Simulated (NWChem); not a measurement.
# CH$_{6}$F$_{2}$Si$_{2}$; SMILES FC[SiH2][SiH2]F

```xyz
11

F      0.4146    -2.9310    -0.0221
C      0.6529    -1.6162     0.3131
Si    -0.7870    -0.5113    -0.2707
Si    -0.3311     1.7267     0.2744
F      1.1370     2.0968    -0.3427
H      1.5978    -1.2851    -0.1538
H      0.7846    -1.5388     1.4074
H     -2.0550    -0.9309     0.4027
H     -0.9525    -0.6533    -1.7487
H     -0.2684     1.9341     1.7526
H     -1.3352     2.6648    -0.3079
```
Atoms are numbered in this order, from 1.

Computed with NWChem. Pople sets run with spherical d functions. Geometry: optimised at PBE0/def2-SVP. Total energies compare along this basis series because the functional is fixed.

| level | basis functions | energy (Ha) | highest occupied level (eV) | orbital gap (eV) | dipole (D) | relative time |
|---|---|---|---|---|---|---|
| B3LYP/STO-3G | 39 | -810.2992 | -4.04 | 9.57 | 0.90 | 1 |
| B3LYP/3-21G | 65 | -816.0532 | -7.75 | 7.44 | 1.49 | 1 |
| B3LYP/6-31G* | 90 | -820.4111 | -7.83 | 7.21 | 1.39 | 4 |
| B3LYP/6-31+G* | 110 | -820.4391 | -8.19 | 7.07 | 1.70 | 7 |
| B3LYP/6-311G** | 142 | -820.5483 | -8.09 | 7.15 | 1.58 | 8 |
| B3LYP/6-311++G** | 168 | -820.5603 | -8.24 | 7.04 | 1.77 | 20 |

The last column is a rough cost ratio, cheapest run = 1.
